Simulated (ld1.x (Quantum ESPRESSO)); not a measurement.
**What one change does to a pseudopotential (Ga (Z = 31), PAW)**

ld1.x (Quantum ESPRESSO) 7.5 input, shortened:

```
&input
   title='Ga', zed=31., rel=1, dft='PBE', iswitch=3,
   config='[Ar] 3d10 4s2 4p0'
 /
 &inputp
   pseudotype=3, lpaw=.true., tm=.true., lloc=-1, rcloc=1.30,
   nlcc=.false.,
   which_augfun='BESSEL', rmatch_augfun=0.90
 /
6
4S  1  0   2.00   0.00  1.45  2.00  0.0
4S  1  0   0.00  -0.15  1.45  2.00  0.0
4P  2  1   0.00   0.00  1.90  2.30  0.0
4P  2  1   0.00   0.15  1.90  2.30  0.0
3D  3  2  10.00   0.00  0.90  1.15  0.0
3D  3  2   0.00  -1.50  0.90  1.15  0.0
 &test
   configts(1)='3d10 4s2 4p0'
 /
```

All-electron outer shells of the reference configuration (PBE, scalar-relativistic, ld1.x):

```tsv
shell	level (eV)	outermost node (bohr)	outermost maximum (bohr)
3p	-107.14	0.24	0.56
3d	-27.42	–	0.53
4s	-16.33	0.80	1.85
4p	-9.07	0.87	2.32
```

Change: all radii but the core radius scaled by about 0.97 (s 1.94, p 2.22, d 1.12 bohr, rcut 1.40/1.84/0.88); local potential all-electron potential smoothed inside 1.26 bohr (lloc = -1); augmentation BESSEL, radius 0.88 bohr.

Cutoffs: the cutoffs (Ry, on a coarse ladder) from which the occupation-weighted sum of valence levels, in a spherical-Bessel basis at the reference potential, stays within 10 and 1 mRy of its value at 400 Ry; they do not see the model core or the augmentation charge, which bear on the density cutoff. Errors are all-electron minus pseudo energies relative to the spin-unpolarised reference configuration.

Task: How do hardness, ghosts and transferability respond?

Result: The potential gets harder (110 Ry and 180 Ry → 120 Ry and 200 Ry); of the 6 tests that both files solve, the error grows in 1 and shrinks in 1 by more than 15 % and 0.3 meV (median size 2.0 → 1.7 meV); neither file shows a bound ghost at the reference potential, the only one tested. A smaller radius makes the pseudo-wave follow the all-electron one further in, where it bends more sharply, so more plane waves are needed.

```tsv
quantity	base	changed
cutoff, loose	110 Ry	120 Ry
cutoff, tight	180 Ry	200 Ry
loose cutoff by channel (10 mRy a level)	s 6 Ry, d 70 Ry	s 6 Ry, d 80 Ry
bound ghosts	none	none
tests counted (converged, no solver errors)	6 of 7	6 of 7
error for 3d10 4s2 4p1, meV [ΔE -5.69 eV]	+2.7	+2.3
error for 3d10 4s1 4p0, meV [ΔE 21.13 eV]	+17	+18
error for 3d10 4s0 4p0, meV [ΔE 52.40 eV]	+120	+128
error for 3d10 4s1 4p2, meV [ΔE 0.85 eV]	+0.4	+0.1
error for 3d10 4s1 4p1, meV [ΔE 7.37 eV]	-0.1	+0.5
error for 3d10 4s2 4p0.5, meV [ΔE -3.66 eV]	+1.3	+1.2
lowest overlap eigenvalue by channel	s 0.32, p 0.56, d 0.97	s 0.32, p 0.56, d 0.95
```

Base: Tests not counted: 3d9 4s0 4p0 (solver errors, printed error -1346 eV). Changed file: Tests not counted: 3d9 4s0 4p0 (solver errors, printed error -1346 eV).
